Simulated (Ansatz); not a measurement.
Ansatz results at the PBE0-D4/def2-TZVP geometry: size of the dipole moment (PBE/def2-TZVPP) 0.94 D; LUMO energy (ωB97M-V/def2-TZVPP) 0.67 eV; HOMO energy (PBE/def2-TZVPP) -6.74 eV.

Each molecule was computed in one conformer, which needn't be the lowest.

Which molecule gave them?
A. `C=C[CH2][GaH][Cl]`
B. `O=C=[N][GaH][Cl]`
C. `[OH][Ga]([SH])[O][SiH3]`
D. `C[CH2][Ga]([OH])[F]`

C. The others give `C[CH2][Ga]([OH])[F]`: 4.09, 1.18, -7.00; `C=C[CH2][GaH][Cl]`: 2.43, 0.37, -6.02; `O=C=[N][GaH][Cl]`: 2.32, -0.08, -7.44.
